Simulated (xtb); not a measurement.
CH4OSn, SMILES [CH3][Sn][OH] (connectivity only; charge and spin as stated), neutral, multiplicity 1. All values are semi-empirical tight-binding results from xtb (GFN2-xTB unless named), good for trends rather than for accurate numbers. Geometry optimised at GFN2-xTB. Other conformers were not sampled.

Optimised geometry:

Bonded distances (Å): Sn1–C2 2.266, Sn1–O6 2.051, C2–H3 1.093, C2–H4 1.089, C2–H5 1.093, O6–H7 0.954. Bond angles (°): C2–Sn1–O6 93.0, Sn1–C2–H3 111.0, Sn1–C2–H4 109.4, Sn1–C2–H5 113.5, H3–C2–H4 107.4, H3–C2–H5 107.0, H4–C2–H5 108.2, Sn1–O6–H7 123.7.

For metal compounds this method's bond lengths and energies can be far off.

- orbital gap = 3.13 eV
- zero-point energy = 28.4 kcal/mol
- G − E(el) at 298.15 K (modified RRHO) = 9.5 kcal/mol

Computed atomic charges and the Wiberg bond orders between heavy atoms:
charges (e) Sn1 0.35, C2 -0.21, H3 0.04, H4 0.06, H5 0.03, O6 -0.54, H7 0.28. Bond orders Sn1–C2 1.08, Sn1–O6 1.21.
